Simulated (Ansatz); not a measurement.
**What each rung costs, and what it gives**

Saddle point of AlH$_{5}$Cl$_{2}$O$_{2}$, singlet (AlHCl₂ ([Cl][AlH][Cl]) + H₂O + H₂O → AlHCl₂O ([OH][Al]([Cl])[Cl]) + H₂O + H₂; bonds formed: H2–H7, H5–O8; dative contacts that become bonds: Al1–O6; bonds broken: Al1–H2, H5–O6, H7–O8), PBE0-D4/def2-TZVP structure:

| atom | x (Å) | y (Å) | z (Å) |
| --- | --- | --- | --- |
| Al1 | -1.0577 | -0.1203 | -0.6085 |
| H2 | 0.2242 | 0.9073 | -1.0758 |
| Cl3 | -1.0203 | -1.6762 | -2.0278 |
| Cl4 | -2.8169 | 1.0203 | -0.4246 |
| H5 | 0.9252 | -0.0556 | 0.9914 |
| O6 | -0.3981 | -0.6038 | 0.9672 |
| H7 | 0.9954 | 0.7662 | -0.3779 |
| O8 | 1.7012 | 0.5082 | 0.5494 |
| H9 | -0.9636 | -0.6642 | 1.7374 |
| H10 | 2.4106 | -0.0821 | 0.2689 |

Barriers are electronic and count from the start structure reached by relaxing down the imaginary mode.

Computed with Ansatz 0.2.0 (basis: as named in each row); correlated methods freeze the cores. B3LYP uses VWN-RPA correlation. Extrapolation: Hartree–Fock as exp(−7.88 √X), correlation as X^−2.97.

Times are rough, for one single point on 8 threads of a shared host (Oxide Virtual Turin-like).

The estimate by CCSD(T) at an estimated basis limit (MP2 extrapolated from triple and quadruple zeta, plus CCSD(T) − MP2 in triple zeta) is 14.94 kcal/mol.

| method | basis | time (s) | barrier (kcal/mol) | method less estimate |
| --- | --- | --- | --- | --- |
| HF | STO-3G | under 1 | 33.07 | 18.13 |
| PBE-D4 | STO-3G | under 1 | 1.73 | -13.21 |
| SPW92 | def2-SVP | under 1 | 2.36 | -12.57 |
| B3LYP-D4 | 6-31G | under 1 | 13.88 | -1.06 |
| PBE-D4 | def2-SVP | under 1 | 7.18 | -7.76 |
| SPW92 | def2-TZVPP | 1 | 3.75 | -11.19 |
| PBE0-D4 | def2-SVP | 1 | 10.89 | -4.04 |
| PBE-D4 | def2-TZVPP | 2 | 8.53 | -6.41 |
| BLYP-D4 | def2-TZVPP | 2 | 10.02 | -4.91 |
| B3LYP-D4 | def2-TZVPP | 2 | 12.39 | -2.54 |
| r2SCAN-D4 | def2-TZVPP | 2 | 9.26 | -5.68 |
| BHLYP-D4 | def2-TZVPP | 2 | 16.27 | 1.34 |
| PBE0-D4 | def2-TZVPP | 2 | 11.74 | -3.19 |
| CAM-B3LYP-D4 | def2-TZVPP | 2 | 13.00 | -1.93 |
| r2SCAN0-D4 | def2-TZVPP | 2 | 12.05 | -2.89 |
| wB97M-V | def2-SVP | 3 | 13.29 | -1.65 |
| CCSD(T) | def2-SVP | 3 | 15.74 | 0.80 |
| B2PLYP | def2-TZVPP | 3 | 13.43 | -1.51 |
| B97M-V | def2-TZVPP | 3 | 13.85 | -1.08 |
| RPA on PBE | def2-TZVPP | 3 | 14.59 | -0.34 |
| PBE-QIDH | def2-TZVPP | 4 | 13.73 | -1.20 |
| wB97X-V | def2-TZVPP | 4 | 14.26 | -0.67 |
| wB97M-V | def2-TZVPP | 4 | 14.56 | -0.38 |
| MP2 | def2-QZVPP | 11 | 13.26 | -1.67 |
| CCSD(T) | def2-TZVPP | 60 | 14.85 | -0.09 |

All methods are single points on the PBE0-D4 structures.

The T1 diagnostic stays at or below 0.010.

The step is the kind of ligand exchange by which a precursor binds to a hydroxyl group, or is hydrolysed, in atomic layer deposition of oxides.

Labels in which every atom is bracketed show which atoms are joined, not bond orders.
